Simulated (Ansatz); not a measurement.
Ideal-gas functions of `[F][Zn][C]1=CC1` at 400 K and 1 bar, from an Ansatz frequency run at PBE0-D4/def2-TZVP.

Molar mass 123.44 g/mol, point group Cs (symmetry number 1), electronic degeneracy 1, moments of inertia 20.703, 321.07, 338.416 u Å². Harmonic wavenumbers (cm⁻¹, unscaled): 96, 106, 254, 284, 384, 683, 765, 877, 982, 1004, 1060, 1099, 1172, 1516, 1768, 3067, 3133, 3278.

Use S(trans) = R[1.5 ln M + 2.5 ln T − 1.1517]; rotational temperatures θ = 24.2544 K / I; S(rot) = R[ln(√π/σ · √(T³/θAθBθC)) + 1.5]; for each mode x = 1.438777 ν̃/T, S = R[x/(eˣ − 1) − ln(1 − e⁻ˣ)] and H = RT x/(eˣ − 1); 1 cm⁻¹ = 0.0119627 kJ/mol; R = 8.31446 J/(mol·K).

By hand: the entropy, in J/(mol·K).

Translation 175.0. Rotation: θ = 1.1715, 0.0755, 0.0717 K, giving 113.0. Vibration, mode by mode: 17.20, 16.38, 9.35, 8.49, 6.26, 2.66, 2.11, 1.53, 1.13, 1.06, 0.90, 0.80, 0.65, 0.23, 0.11, 0.00, 0.00, 0.00, in all 68.9. Electronic 0.0. Sum 356.9 J/(mol·K).

By hand: H − E and G − E in kJ/mol, counted from the electronic energy.

Zero-point energy ½ × 21528 × 0.0119627 = 128.8; thermal vibration 14.4; translation, rotation and pV give 4 RT = 13.3. H − E = 156.5 kJ/mol, and G − E = 156.5 − 400 × 356.9/1000 = 13.7 kJ/mol.

Vibration gives 19 % of the entropy, 33.6 J/(mol·K) of it from the modes under 150 cm⁻¹: soft modes count most, and the harmonic formula is weakest for them. The sum counts one conformer and one mirror image; others add a mixing term.
